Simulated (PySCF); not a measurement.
# NMR data sheet: C3HF5O

```yaml
Formula: C3HF5O
SMILES: F[C@@H]1O[C@]1(F)C(F)(F)F
Point_group_of_the_computed_structure: C1
Degrees_of_unsaturation: 1
Carbon_signals: 3
Proton_signals: 1
```

Molfile (atoms numbered from 1):
```
C3HF5O
     RDKit          3D

 10 10  0  0  0  0  0  0  0  0999 V2000
    1.2002    1.2607   -1.1229 F   0  0  0  0  0  0  0  0  0  0  0  0
    1.3741    0.2657   -0.2460 C   0  0  2  0  0  0  0  0  0  0  0  0
    0.9570   -0.9906   -0.6441 O   0  0  0  0  0  0  0  0  0  0  0  0
    0.1971   -0.3917    0.3323 C   0  0  1  0  0  0  0  0  0  0  0  0
    0.3053   -0.9201    1.5704 F   0  0  0  0  0  0  0  0  0  0  0  0
   -1.2448    0.0089    0.0161 C   0  0  0  0  0  0  0  0  0  0  0  0
   -1.5766    1.1254    0.6715 F   0  0  0  0  0  0  0  0  0  0  0  0
   -1.4106    0.2335   -1.2811 F   0  0  0  0  0  0  0  0  0  0  0  0
   -2.1023   -0.9381    0.3842 F   0  0  0  0  0  0  0  0  0  0  0  0
    2.3095    0.3510    0.2971 H   0  0  0  0  0  0  0  0  0  0  0  0
  1  2  1  0
  2  3  1  0
  3  4  1  0
  4  5  1  1
  4  6  1  0
  6  7  1  0
  6  8  1  0
  6  9  1  0
  4  2  1  0
  2 10  1  1
M  END
```

Theory: GFN2-xTB structure, PBE0/pcSseg-1 with gauge-including orbitals, in PySCF (rapidly exchanging positions averaged, gas phase, one conformer, no relativistic terms).

References, each an isolated molecule treated in the same way: $^{1}$H (σ = 31.72 ppm), $^{13}$C (σ = 186.93 ppm) vs TMS; $^{19}$F (σ = 170.95 ppm) against CFCl3; $^{17}$O (σ = 336.08 ppm) vs H2O.

| carbon | δC, type | δH (multiplicity) | HMBC from (2–3 bonds) | span of the C tensor (ppm) |
| --- | --- | --- | --- | --- |
| C2 | 88.9, CH | 5.57 (m) | – | 116 |
| C4 | 91.1, C | – | H10 | 117 |
| C6 | 128.9, C | – | H10 | 17 |

Other nuclei:
```json
{"atoms": "F7/F8/F9", "nucleus": "$^{19}$F", "environment": "fluorine of a CF3 group", "δ (ppm)": "-89.3", "σ (ppm)": "260.2"}
{"atoms": "F1", "nucleus": "$^{19}$F", "environment": "fluorine on an sp3 carbon", "δ (ppm)": "-180.4", "σ (ppm)": "351.3"}
{"atoms": "F5", "nucleus": "$^{19}$F", "environment": "fluorine on an sp3 carbon", "δ (ppm)": "-180.8", "σ (ppm)": "351.7"}
{"atoms": "O3", "nucleus": "$^{17}$O", "environment": "ether oxygen", "δ (ppm)": "131.9", "σ (ppm)": "204.2"}
```

1. Carbon types of the structure: 2 × C, 1 × CH, which accounts for all hydrogens.
2. δC 128.9: CF3 carbon; 3 electronegative neighbours deshield it.
3. δC 91.1, 88.9: epoxide ring carbon; 2 electronegative neighbours deshield it.
4. δH 5.57: hydrogen on an epoxide ring carbon; its carbon carries F and O, which withdraws density.

Splittings by $^{19}$F in the carbon and heteronuclear signals aren't shown, as no couplings were computed. Shifts are as computed. Against solution values, carbons near 30 ppm lie about +3 ppm off and those near 130 ppm about +5 ppm. Of 1313 compounds with measured shifts, 239 miss one by over three times the rms of a fit or turn the order of signals round; such compounds aren't used in these exercises. Unscaled 19F shifts against computed CFCl3 carry errors that often reach 10 to 50 ppm. Experimental scales use liquid or dissolved standards, which lie at an offset from isolated H2O (liquid H2O: subtract about 36 ppm).
